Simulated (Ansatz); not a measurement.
A nudged elastic band was laid between two geometries of BClFH + ClH (6 atoms, charge 0, multiplicity 1).

Method: RKS B3LYP-D4/cc-pVDZ in Ansatz 0.2.0.

| Item | Value |
| --- | --- |
| movable images | 1 |
| climbing image | yes |
| spring | 5.0 eV/Å² |
| optimiser | quadratic models (default) |
| start path | through a guess of the saddle point |
| force threshold | 0.05 eV/Å |
| iteration limit | 60 |
| end points | relaxed |

Image 0:

```xyz
6
Properties=species:S:1:pos:R:3
B 0.041 0.423 -0.186
H 0.287 0.913 0.878
F 1.006 0.146 -1.051
Cl -1.632 0.125 -0.670
Cl 0.323 -2.372 1.457
H -0.888 -2.135 1.863
```

Image 2:

```xyz
6
Properties=species:S:1:pos:R:3
B -0.011 -0.741 -0.578
H -0.039 0.442 2.198
F 0.926 0.189 -0.472
Cl -1.620 -0.278 -1.103
Cl 0.391 -2.408 -0.200
H -0.511 -0.103 2.444
```

Task: Which bonds break or form, and what moves?

Result: Bonds broken: B1–H2, Cl5–H6. Bonds formed: B1–Cl5, H2–H6. BClFH + ClH becomes BCl2F + H2.

Task: Give the energies along the band, and the barrier.

Result: The run converged. The highest image is number 1 of 0 to 2, 1.08 eV above the first end and 1.61 eV above the last; the last end lies 0.54 eV below the first. Neighbouring images differ by up to 1.6 eV, so the band resolves the path poorly. Another band between the same ends (5 images) ends at a top of the same energy, where a vibrational analysis finds 1 clearly imaginary mode. So few images can step over the top or miss a turn of the path. The orbitals stay closed-shell, which can raise the energy where a bond breaks towards radicals; this wasn't checked here.

| image | path coordinate (Å) | energy (eV) | B1–H2 (Å) | Cl5–H6 (Å) | B1–Cl5 (Å) |
| --- | --- | --- | --- | --- | --- |
| 0 | 0.00 | 0.00 | 1.20 | 1.30 | 3.25 |
| 1 | 2.19 | 1.08 | 1.32 | 1.58 | 2.13 |
| 2 | 4.29 | -0.54 | 3.02 | 3.62 | 1.76 |

Task: What is the geometry of the highest image?

Result: 
```xyz
6
Properties=species:S:1:pos:R:3
B -0.107 -0.246 0.053
H -0.095 0.274 1.267
F 1.040 -0.007 -0.588
Cl -1.674 0.053 -0.725
Cl -0.006 -2.217 0.843
H -0.022 -0.756 1.439
```

Run time: 37 s on 1 thread of Arm Neoverse V2, with other jobs on the host, peak memory 0.14 GiB.
